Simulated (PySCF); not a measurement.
Compound: C6H9BO3.
Geometry (PBE0-D3(BJ)/def2-SVP, Å), atoms numbered from 1 in this order:
```
atom  x, y, z in Å
C1    -1.498   -1.739    0.827
O2    -1.527   -0.362    0.593
B3    -0.481    0.361    0.102
O4    -0.673    1.696   -0.076
C5    -1.903    2.301    0.224
C6     0.929   -0.182   -0.281
C7     2.004    0.648   -0.767
C8     3.062   -0.172   -0.997
O9     2.736   -1.450   -0.694
C10    1.462   -1.447   -0.268
H11   -0.714   -2.016    1.552
H12   -1.334   -2.310   -0.104
H13   -2.470   -2.042    1.243
H14   -2.741    1.798   -0.285
H15   -2.109    2.283    1.307
H16   -1.860    3.348   -0.108
H17    1.959    1.724   -0.915
H18    4.074   -0.012   -1.360
H19    1.068   -2.420    0.008
```

The closed-shell ground state was solved at several levels (PySCF, density fitting, gas phase, non-relativistic).

```
        level  basis functions  total energy (Eh)  HOMO (eV)  LUMO (eV)  gap (eV)  dipole (D)
 KT3/pcSseg-1              215          -491.8386      -5.62      -1.02      4.60        1.18
PBE0/pcSseg-1              215          -484.0403      -6.71      -0.15      6.56        1.30
```

Estimate the row for CAM-B3LYP/def2-SVPD, a basis of 281 functions; the other rows only guide the guess.

Total energy -484.0999 Eh, HOMO -8.02 eV, LUMO 0.87 eV, gap 8.89 eV, dipole 1.20 D.

Over all these levels, which gives the widest orbital gap and which the narrowest?

CAM-B3LYP/def2-SVPD (range-separated hybrid) has the widest, 8.89 eV, and KT3/pcSseg-1 (GGA) the narrowest, 4.60 eV. Functional and basis both differ between the two, so the spread mixes both effects.

How far do the dipole and the HOMO energy spread over the levels?

The dipole runs from 1.18 to 1.30 D (mean 1.23 D) and the HOMO from -8.02 to -5.62 eV.

One conformer stands for the species.
